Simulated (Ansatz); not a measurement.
This geometry of CH2FOSi (6 atoms, charge 0, multiplicity 2) is a first-order saddle point.

Theory: UKS PBE-D4/def2-SVP (Ansatz 0.2.0).

```xyz
6
Properties=species:S:1:pos:R:3
O 0.025 0.344 -1.620
C -0.648 0.410 -0.613
Si 0.150 -0.407 1.014
F 1.502 0.498 1.286
H -1.657 0.926 -0.613
H 0.628 -1.772 0.546
```

(1) Which two structures does it join? (They come from a converged band through this point; their orientation in space is the band's.)

(2) How far does it lie above each of them?

Results:

(1) No bond is made or broken. The dihedral O1–C2–Si3–F4 goes from -20 to 155°.

Image 0:

```xyz
6
Properties=species:S:1:pos:R:3
O -0.111 1.201 -1.508
C -0.559 0.410 -0.700
Si 0.281 -0.118 0.953
F 1.893 0.189 0.957
H -1.580 -0.074 -0.842
H 0.076 -1.608 1.141
```

Image 8:

```xyz
6
Properties=species:S:1:pos:R:3
O -1.403 -0.224 -1.284
C -0.550 0.425 -0.701
Si 0.196 -0.247 0.945
F 1.709 0.353 1.204
H -0.225 1.448 -1.063
H 0.274 -1.755 0.898
```

(2) 18.3 kJ/mol above the first and 21.3 kJ/mol above the second. This is the barrier of this one path; another mechanism may lie lower.

The run took 2.4 min on 1 thread of Intel(R) Xeon(R) 6975P-C (Granite Rapids), with other jobs on the host, peak memory 0.15 GiB.
